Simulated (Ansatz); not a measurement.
Gas-phase electronic energies from Ansatz, PBE0-D4/def2-TZVP geometries. CBS: MP2 limit from def2 TZ/QZ plus the TZ coupled-cluster correction, frozen cores. This one scheme is used for every species. Functionals use def2-TZVPP. B3LYP here is the variant with VWN-RPA as its local correlation; programs differ in this. HSE06 is defined as in plane-wave codes. For Mg outer-core shells are correlated without core-valence functions, which leaves a few kJ/mol of doubt a bond. Each species was taken in one conformer, which may not be the lowest.

Reaction (ligand exchange at a Mg–N bond): `[NH2][Mg][NH2]` + `[SiH3]N[SiH3]` → `[NH2][Mg][N]([SiH3])[SiH3]` + NH₃

`[NH2][Mg][NH2]`:

```xyz
7

N     1.155   -1.171    0.923
Mg    0.000    0.000    0.000
N    -1.155    1.171   -0.923
H     1.415   -1.113    1.896
H     1.628   -1.974    0.537
H    -0.889    2.014   -1.410
H    -2.154    1.073   -1.022
```

`[SiH3]N[SiH3]`:

```xyz
10

Si   -1.435    0.354    0.502
N     0.120    0.585   -0.209
Si    1.396   -0.557   -0.423
H    -1.432   -0.980    1.151
H    -2.536    0.402   -0.501
H    -1.718    1.408    1.515
H     0.285    1.501   -0.605
H     1.033   -1.775    0.344
H     2.687   -0.011    0.077
H     1.599   -0.927   -1.851
```

`[NH2][Mg][N]([SiH3])[SiH3]`:

Cartesian coordinates in Å:
```
N -0.124 -2.898 1.461
Mg -0.052 -1.223 0.617
N 0.021 0.495 -0.248
Si -1.246 1.583 0.103
Si 1.347 0.768 -1.288
H -0.809 -3.197 2.138
H 0.515 -3.666 1.321
H -2.060 1.967 -1.087
H -0.794 2.846 0.755
H -2.166 0.889 1.066
H 2.182 -0.480 -1.270
H 2.227 1.894 -0.861
H 0.960 1.022 -2.706
```

NH₃:

```xyz
4

N    -0.037   -0.124   -0.250
H     0.357    0.804   -0.346
H    -0.910   -0.026    0.253
H     0.590   -0.653    0.343
```

(1) Is it downhill or uphill in electronic energy at CCSD(T)/CBS, and by how much? (Estimate.)

(2) What do these levels give: PBE-D4, B97M-V, B3LYP-D4, HSE06-D4, ωB97X-V, PBE, PBE0, r2SCAN0, MP2/def2-SVP, CCSD/def2-SVP, CCSD/def2-TZVPP, HF/CBS(def2)? (Estimate.)

Largest T1 diagnostic among the species: 0.010.

Results:

(1) Ansatz gave: Downhill: ΔE = -46.2 kJ/mol.

(2) Ansatz gave: PBE-D4 -40.2, B97M-V -43.8, B3LYP-D4 -37.4, HSE06-D4 -42.3, ωB97X-V -36.7, PBE -35.8, PBE0 -37.9, r2SCAN0 -40.9, MP2/def2-SVP -42.9, CCSD/def2-SVP -42.3, CCSD/def2-TZVPP -40.9, HF/CBS(def2) -35.7 kJ/mol.

Leaving LDA and LC-ωPBE aside and taking each functional with its dispersion term where it has one, the values, not all of them listed here, spread over 10.4 kJ/mol, from B97M-V to CAM-B3LYP-D4. From BLYP to BHLYP (50 % exact exchange), in def2-TZVPP and without D4, ΔE moves by −4.2 kJ/mol.
